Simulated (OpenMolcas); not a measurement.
Au5+ among 5 point charges of -2 e arranged as a trigonal bipyramid (D3h). The axial distance is 1.09 times the equatorial one, R.

```json
{
 "Program": "OpenMolcas",
 "Method": "CASSCF",
 "Basis": "ANO-RCC-VDZP [7s6p4d2f]",
 "Scalar Hamiltonian": "DKH2, point nucleus",
 "Active space": "6 electrons in 5 orbitals (5d)",
 "State averaging": "2S+1 = 5 even, 5 roots; 2S+1 = 3 even, 45 roots; 2S+1 = 1 even, 50 roots",
 "Spin-orbit coupling": "RASSI with atomic mean-field integrals over the reference wave functions"
}
```

All point charges move together. At R = 1.72 Å the first state of the same spin is 3696 cm-1, and at R = 1.86 Å it is 2598 cm-1.

Question: A third run gives 1721 cm-1. What distance was it run at?

Answer: With a power law R^-n the two known points give n = -ln(2598 / 3696) / ln(1.86 / 1.72) = 4.50. Then R = 1.72 × (3696 / 1721)^(1/4.50) = 2.038 Å. The run was at 2.03 Å, so the estimate is off by +0.008 Å.

Without dynamic correlation the repulsion within the d shell is too large (B by tens of per cent), so at a given field states of lower spin stand too high. Point charges give a weaker field than real ligands, and real ions of this kind are as a rule low spin; the high spin found here belongs to the model. Spin-orbit coupling mixes the spin-free states strongly: the lowest level takes only 50 % from its leading state, 5E (figures for R = 1.72; the like holds for R = 1.86, R = 2.03). An orbital doublet at a regular site is open to a Jahn-Teller distortion, which this geometry leaves out (holds for R = 1.72; R = 1.86). This shell can be high or low spin here, a state of another spin lies low, and with metal d orbitals alone active their balance is uncertain, so the ground spin may be wrong (holds for R = 1.72). The ground term spreads over less than 5000 cm-1, several times less than with real ligands, so orbital moments are less quenched and χT lies further from the spin-only value than at real sites (holds for R = 2.03). This is an electrostatic model: the charges have no orbitals. No measured value stands beside these numbers.
